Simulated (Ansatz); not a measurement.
One change: `[SiH3][O][GeH2][SH]` becomes `[OH][GeH2][SH]`.

Ansatz, PBE0-D4/def2-TZVP geometries, multiplicity 1. Each molecule was computed in one conformer, which needn't be the lowest.

Scalar relativity is left out up to krypton.

| property | `[SiH3][O][GeH2][SH]` |
| --- | --- |
| LUMO energy (PBE0/def2-TZVPP) / eV | -0.11 |
| HOMO energy (PBE/def2-TZVPP) / eV | -6.53 |
| LUMO energy (B3LYP/def2-TZVPP) / eV | -0.35 |
| HOMO–LUMO gap (PBE/def2-TZVPP) / eV | 5.49 |
| HOMO energy (PBE0/def2-TZVPP) / eV | -7.78 |
| HOMO–LUMO gap (B3LYP/def2-TZVPP) / eV | 7.17 |

(1) What does the change do to each property? (An estimate is asked.)

## Answers

(1) Ansatz gave: 
| property | `[OH][GeH2][SH]` | shift |
| --- | --- | --- |
| LUMO energy (PBE0/def2-TZVPP) / eV | 0.18 | 0.29 |
| HOMO energy (PBE/def2-TZVPP) / eV | -6.34 | 0.19 |
| LUMO energy (B3LYP/def2-TZVPP) / eV | -0.14 | 0.21 |
| HOMO–LUMO gap (PBE/def2-TZVPP) / eV | 5.54 | 0.05 |
| HOMO energy (PBE0/def2-TZVPP) / eV | -7.61 | 0.17 |
| HOMO–LUMO gap (B3LYP/def2-TZVPP) / eV | 7.21 | 0.04 |

With PBE0 the HOMO rises by 0.17 eV and the LUMO rises by 0.29 eV, so the gap widens by about 0.12 eV. PBE moves the HOMO by 0.19 eV and ωB97M-V by 0.18 eV.

B3LYP here is the variant with VWN-RPA as its local correlation; programs differ in this.
